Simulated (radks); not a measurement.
Xe3+, configuration [Kr] 4d10 5s2 5p3.

Method: scalar-relativistic Kohn-Sham, r2SCAN, spin-unpolarised, spherical densities, finite nucleus; meta-GGA in the generalised Kohn-Sham scheme; Fermi nuclear charge, rms radius 4.7859 fm; computed with a radial shooting solver on a logarithmic mesh with Libxc functionals.

Energy parts (hartree):
total: -7445.56785
kinetic: 7829.88620
electron-nucleus: -17957.29195
Hartree: 2867.90833
exchange-correlation: -186.07043

Orbitals (lengths in bohr, moments of r in powers of bohr; r(90%) holds 90 % of the orbital's charge):
| orbital | occ. | eigenvalue (hartree) | r(90%) | <r> | <r^4> |
|---|---|---|---|---|---|
| 1s | 2 | -1266.587 | 0.0480 | 0.02666 | 2.439e-06 |
| 2s | 2 | -198.8234 | 0.177 | 0.1146 | 0.0004124 |
| 2p | 6 | -178.4168 | 0.163 | 0.1003 | 0.0002993 |
| 3s | 2 | -41.91459 | 0.449 | 0.3057 | 0.01736 |
| 3p | 6 | -35.28155 | 0.456 | 0.3039 | 0.01825 |
| 3d | 10 | -25.45999 | 0.440 | 0.2808 | 0.01584 |
| 4s | 2 | -8.66998 | 1.03 | 0.7172 | 0.4932 |
| 4p | 6 | -6.55711 | 1.11 | 0.7645 | 0.6686 |
| 4d | 10 | -3.46273 | 1.32 | 0.8724 | 1.321 |
| 5s | 2 | -1.86832 | 2.52 | 1.759 | 17.40 |
| 5p | 3 | -1.36550 | 2.89 | 2.007 | 30.00 |

The highest occupied level is 5p at -37.157 eV. The electron density at the nucleus is 2.805e+05 e/bohr^3 (large components only). For comparison, the ionisation energy in NIST's Atomic Spectra Database is 42.2 eV (measured). In exact Kohn-Sham theory the highest level is minus the ionisation energy, but local and semilocal functionals leave it too shallow, through self-interaction and a potential that decays too fast; potentials with the right tail come closer. Summed over all electrons, <r^2> = 36.40 bohr^2, which gives a Langevin (diamagnetic) susceptibility term of -28.8 x 10^-6 cm^3/mol. The density falls to 0.001 e/bohr^3 at r = 3.64 bohr.

Beside tabulated values, note that spin-unpolarised runs miss the spin-polarisation part of the exchange energy of open shells.
